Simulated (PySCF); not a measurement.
Electronic absorption of C9H21O3V

C₉H₂₁O₃V (singlet state).
SMILES: `CC(C)(C)[O][V]([CH3])(=[O])[O]C(C)(C)C`

Level of theory: TDDFT CAM-B3LYP/def2-SVPD, vertical, gas phase, core orbitals frozen in the response in PySCF 2.14.0, density-fitted response routines. Geometry: PBE0-D3(BJ)/def2-SVP; no solvent, vibrations or thermal averaging. Torsions of this conformer, `[CH3:1][C:2]([CH3:3])([CH3:4])[O:5][V:6]([CH3:7])(=[O:8])[O:9][C:10]([CH3:11])([CH3:12])[CH3:13]`: C1–C2–O5–V6 179°, C2–O5–V6–C7 112°, O5–V6–O9–C10 131°, V6–O9–C10–C11 180°.

```csv
state,E (eV),λ (nm),ν̃ (cm⁻¹),f,|μ| (D),"main configurations (H = HOMO, L = LUMO)"
S1,4.05,306.3,32650,0.0006,0.20,H→L (90%)
S2,4.49,275.9,36240,0.0040,0.49,H→L+1 (88%)
S3,4.81,257.5,38830,0.0013,0.26,H-1→L (90%)
S4,5.13,241.5,41410,0.0000,0.02,"H-1→L+1 (42%), H-2→L (39%)"
S5,5.47,226.6,44140,0.011,0.71,H-2→L+1 (73%)
S6,5.50,225.2,44400,0.0017,0.29,"H-3→L+1 (56%), H-2→L (12%), H-6→L+1 (11%)"
S7,5.55,223.4,44760,0.015,0.85,"H-3→L (57%), H-6→L (10%), H-2→L+1 (9%)"
S8,5.56,223.2,44810,0.0020,0.31,"H→L+2 (65%), H-4→L (11%)"
S9,5.65,219.4,45590,0.0066,0.56,"H-4→L (34%), H-5→L (24%), H→L+2 (12%)"
S10,5.80,213.7,46800,0.110,2.24,"H-1→L+1 (34%), H-2→L (23%), H-5→L (13%)"
```

Triplets (Tamm–Dancoff): T1 3.71 eV, H→L (89%), H-4→L (8%); T2 4.05 eV, H→L+1 (87%); T3 4.55 eV, H-1→L (79%); T4 4.73 eV, H→L+3 (61%), H→L+4 (12%).

The lowest singlet lies at 4.05 eV (306 nm, ultraviolet) and is very weak; its leading configuration is HOMO→LUMO (90%). The strongest level in the table is S10 at 5.80 eV (214 nm, f = 0.110). It is the last of those listed, so stronger ones may follow. S7/S8 lie within about 0.01 eV of each other. For S1 the Löwdin share of vanadium is 22% in HOMO and 72% in LUMO. The listed states span 1.75 eV, and the widest gap between neighbours is 0.45 eV (S1 to S2). Weighted by f, the mean energy of these states is 5.69 eV. The oscillator strengths of these states sum to 0.152; summed over the whole spectrum of an exact calculation they would give the number of electrons, 122 (Thomas–Reiche–Kuhn). Only the lowest 10 singlets were computed, as vertical energies without vibronic structure.

Hardware: 2 threads, Intel Xeon Platinum 8488C (x86_64), no GPU, shared host with 96 logical CPUs at a one-minute load of 32. Cost: 5.3 min wall, 11 min CPU (with the writing of density and orbital grids), 4.4 GiB resident at most.
